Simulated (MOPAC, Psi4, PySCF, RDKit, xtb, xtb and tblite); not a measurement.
Two geometries of C9H6O, SMILES O=Cc1ccc(C#C)cc1, relaxed at GFN2-xTB with one dihedral held; other torsions can differ between them too.

Structure A

```
16

C     -3.8497    -0.3382     0.1848
C     -2.6546    -0.2276     0.1609
C     -1.2453    -0.0982     0.1310
C     -0.6587     1.0941    -0.2950
C      0.7155     1.2154    -0.3337
C      1.5241     0.1515     0.0568
C      2.9983     0.3200     0.0642
O      3.6757     0.4595     1.0434
C      0.9403    -1.0274     0.5097
C     -0.4338    -1.1597     0.5317
H     -4.8942    -0.4344     0.2066
H     -1.2881     1.9201    -0.5917
H      1.1693     2.1387    -0.6635
H      3.4464     0.3661    -0.9529
H      1.5705    -1.8425     0.8334
H     -0.8888    -2.0791     0.8690
```

Structure B

```
16

C     -3.8491    -0.3318     0.1963
C     -2.6534    -0.2276     0.1655
C     -1.2442    -0.1049     0.1275
C     -0.6557     1.0862    -0.3016
C      0.7181     1.2001    -0.3527
C      1.5259     0.1317     0.0318
C      2.9922     0.3100     0.0721
O      3.6764     0.1795     1.0503
C      0.9381    -1.0417     0.4991
C     -0.4353    -1.1706     0.5251
H     -4.8940    -0.4232     0.2247
H     -1.2847     1.9150    -0.5909
H      1.1740     2.1209    -0.6870
H      3.4264     0.6712    -0.8852
H      1.5703    -1.8546     0.8239
H     -0.8937    -2.0872     0.8656
```

Q: Which is lower in energy at the level PBE0-D3(BJ)/def2-SVP // GFN2-xTB run with Psi4, and by how much?

A: B is lower, by 9.39 kJ/mol (dihedral C5–C6–C7–O8: 105° in A, 120° in B).

E(B) − E(A) in kJ/mol at the other levels, on the same two geometries: GFN2-xTB (xtb and tblite) -5.62; MMFF94 // GFN2-xTB (RDKit) -7.98; PBE0/def2-SVP // GFN2-xTB (Psi4) -9.35; PBE/def2-SVP // GFN2-xTB (Psi4) -10.27; PBE-D3(BJ)/def2-SVP // GFN2-xTB (Psi4) -10.33; UFF // GFN2-xTB (RDKit) -9.45; AM1, restricted, heats of formation // GFN2-xTB (MOPAC) -1.86; PM3, restricted, heats of formation // GFN2-xTB (MOPAC) -0.54; GFN1-xTB // GFN2-xTB (xtb) -5.14; restricted B3LYP/6-31G*, spherical d, density fitting // GFN2-xTB (PySCF) -9.95; restricted B3LYP/3-21G, density fitting // GFN2-xTB (PySCF) -11.61; restricted BP86/6-31G*, spherical d, density fitting // GFN2-xTB (PySCF) -10.65.
